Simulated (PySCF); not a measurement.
System: C5H10N, charge 0, multiplicity 2. It need not be the lowest isomer of its formula. 
Geometry from a B3LYP-D3(BJ)/def2-TZVP (Ansatz) optimisation:
SMILES: [CH]1C(CCC1)N
```xyz
16

C     -1.6375     0.2216     0.2196
C     -1.1779    -1.1364    -0.3502
C      0.2850    -1.1554    -0.0679
C      0.7851     0.1786     0.3816
C     -0.3991     1.1146     0.0745
N      2.0163     0.5950    -0.3059
H     -1.8968     0.1081     1.2754
H     -2.5130     0.6241    -0.2904
H     -1.7172    -1.9863     0.0800
H     -1.3682    -1.1785    -1.4337
H      0.9243    -2.0178    -0.2007
H      0.9305     0.1546     1.4797
H     -0.4243     1.9940     0.7201
H     -0.2934     1.4548    -0.9586
H      2.3722     1.4510     0.1075
H      2.7384    -0.1065    -0.1835
```
Charge 0, spin multiplicity 2.

Dispersion corrections to the total energy (kcal/mol) from the dftd3 and dftd4 libraries through PySCF: D3(BJ) without and D4 with the three-body term, each with the damping fitted for the functional named.

```
functional  D3(BJ)      D4
----------  ------  ------
HF          -62.58  -29.88
BP86           [?]  -10.25
B2PLYP       -6.26   -5.53
r2SCAN       -2.37     [?]
CAM-B3LYP      [?]   -6.57
revPBE      -21.60  -27.36
PBE0         -7.10   -6.62
```

**Question.** Fill in the missing entries.

**Answer.** 
- BP86, D3(BJ): -12.45
- r2SCAN, D4: -2.05
- CAM-B3LYP, D3(BJ): -6.13
